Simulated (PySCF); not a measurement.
## Polarisability and C₆ of Si²⁺ (silicon, charge +2)

[Ne] 3s2, closed-shell 1S. All numbers are calculated (PySCF 2.14, the non-relativistic Hamiltonian (point nucleus), in def2-QZVPPD (10s6p5d2f1g, 76 functions)). Coupled (time-dependent) response in atomic units; α is the mean over directions.

```json
{"method": "UHF", "mean α (bohr³)": "12.59", "C₆ (like pair)": "45.04", "S(−4)": "92.13"}
{"method": "PBE", "mean α (bohr³)": "11.69", "C₆ (like pair)": "40.10", "S(−4)": "80.68"}
{"method": "PBE0", "mean α (bohr³)": "11.94", "C₆ (like pair)": "41.45", "S(−4)": "83.99"}
{"method": "PBEsol", "mean α (bohr³)": "11.67", "C₆ (like pair)": "39.96", "S(−4)": "80.49"}
{"method": "PW91", "mean α (bohr³)": "11.63", "C₆ (like pair)": "39.79", "S(−4)": "80.08"}
```

S(−4) is the Cauchy moment in α(ω) = α(0) + S(−4) ω² + …

α(iu) at PBEsol:

```
u (hartree)  α(iu) (bohr³)
          0          11.67
     0.0500          11.47
      0.100          10.91
      0.200          9.155
      0.300          7.236
      0.500          4.384
      0.750          2.543
       1.00          1.650
       1.50         0.8846
       2.00         0.5775
       3.00         0.3299
       5.00         0.1699
```

A single London oscillator, α(iu) = α/(1 + u²/ω²), gives C₆ = (3/4) ω α². Matching the computed C₆ needs ω = 4 × 39.96 / (3 × 11.67²) = 0.391 hartree.

For an ion, C₆ is the dispersion term alone; charge-induced terms of lower order in 1/R come first.
